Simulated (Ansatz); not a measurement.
Isomers of CH₅F₂GeN, relaxed with PBE0-D4/def2-TZVP in Ansatz; electronic energies, one conformer each and not always the lowest. Functionals use def2-TZVPP; CBS adds triple-zeta CCSD(T) − MP2 to the MP2 limit of def2-TZVPP and def2-QZVPP.

Outer-core shells of Ge are correlated without core-valence functions. Scalar relativity is left out up to krypton. Spin–orbit coupling is left out.

Order them by energy at frozen-core CCSD(T)/CBS, lowest first. (Estimate.)
A. `N[C](F)(F)[GeH3]`
B. `[CH3][Ge]([NH2])([F])[F]`
C. `C[NH][GeH]([F])[F]`

B (0.0 kcal/mol), C (21.8 kcal/mol), A (90.3 kcal/mol).

How do B2PLYP, B3LYP-D4, B3LYP, MP2/CBS(def2) place them (kcal/mol, against `[CH3][Ge]([NH2])([F])[F]`)? (An estimate is asked.)

Ansatz gave: 
```json
{"isomer": "`C[NH][GeH]([F])[F]`", "B2PLYP": "21.1", "B3LYP-D4": "20.4", "B3LYP": "20.4", "MP2/CBS(def2)": "22.7"}
{"isomer": "`N[C](F)(F)[GeH3]`", "B2PLYP": "89.6", "B3LYP-D4": "85.7", "B3LYP": "85.7", "MP2/CBS(def2)": "95.7"}
```

B3LYP here is the variant with VWN-RPA as its local correlation; programs differ in this.
